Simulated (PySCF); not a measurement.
**Deuteron quadrupole couplings in `[SiH3][SiH2][SiH2][SiH2]C1CCCC1`**

Species: C₅H₁₈Si₄.
Geometry (PBE0-D3(BJ)/def2-SVP, Å), atoms numbered from 1 in this order:
```
atom  x, y, z in Å
Si1    3.409   -0.812   -1.273
Si2    2.545    1.356   -1.027
Si3    1.845    1.622    1.198
Si4    0.428   -0.191    1.658
C5    -0.757   -0.387    0.199
C6    -1.824   -1.478    0.333
C7    -2.806   -1.169   -0.805
C8    -2.724    0.359   -1.025
C9    -1.599    0.860   -0.100
H10    3.905   -1.057   -2.663
H11    2.336   -1.810   -0.967
H12    4.536   -1.021   -0.313
H13    1.366    1.512   -1.939
H14    3.576    2.367   -1.424
H15    3.047    1.635    2.091
H16    1.121    2.924    1.361
H17   -0.347    0.038    2.921
H18    1.264   -1.421    1.839
H19   -0.138   -0.614   -0.690
H20   -2.331   -1.380    1.310
H21   -1.411   -2.497    0.285
H22   -2.493   -1.701   -1.717
H23   -3.826   -1.512   -0.577
H24   -2.489    0.586   -2.076
H25   -3.678    0.863   -0.805
H26   -1.011    1.679   -0.544
H27   -2.027    1.251    0.840
```

Level: PBE0/pcSseg-1 (PySCF, non-relativistic); Q(2H) = 0.00286 b; rigid geometry, the same for H and D, with no vibrational averaging.

Question: Rank these positions by the coupling χzz of a deuteron there, largest first.
A. H19 (methine hydrogen)
B. H22 (methylene hydrogen)
C. H12 (Si–H hydrogen)

Answer: B (194 kHz), A (189 kHz), C (95 kHz).

Q: Tabulate Vzz, the asymmetry η and χzz = 234.96 MHz × Q × Vzz for every hydrogen position.

A: 
```csv
atom,bonded to,bond length (Å),Vzz (au),η,χzz (kHz)
H10,Si1,1.496,0.1416,0.01,95
H11,Si1,1.497,0.1406,0.00,94
H12,Si1,1.496,0.1413,0.01,95
H13,Si2,1.499,0.1415,0.01,95
H14,Si2,1.497,0.1425,0.01,96
H15,Si3,1.498,0.1425,0.01,96
H16,Si3,1.498,0.1425,0.02,96
H17,Si4,1.499,0.1406,0.02,95
H18,Si4,1.498,0.1406,0.01,95
H19,C5,1.108,0.2809,0.01,189
H20,C6,1.104,0.2822,0.02,190
H21,C6,1.101,0.2914,0.01,196
H22,C7,1.101,0.2884,0.01,194
H23,C7,1.100,0.2921,0.01,196
H24,C8,1.101,0.2901,0.01,195
H25,C8,1.100,0.2917,0.01,196
H26,C9,1.101,0.2900,0.02,195
H27,C9,1.104,0.2827,0.02,190
```

Q: Average by the element that carries the hydrogen.

A: on Si: 95 kHz over 9 positions, mean bond length 1.498 Å; on C: 193 kHz over 9 positions, mean bond length 1.102 Å.

Q: A static deuteron (I = 1) shows a doublet split by (3/2)χ, (3/4)χ(1 + η) and (3/4)χ(1 − η) with the field along z, y and x of the gradient. What are these for H13?

A: With |χ| = 95.1 kHz and η = 0.011: 143, 72 and 71 kHz, to first order and without motion.

Geometry: PBE0-D3(BJ)/def2-SVP, one conformer, isolated molecule. The basis is small and wasn't made for field gradients, so the couplings can be 20 % off.
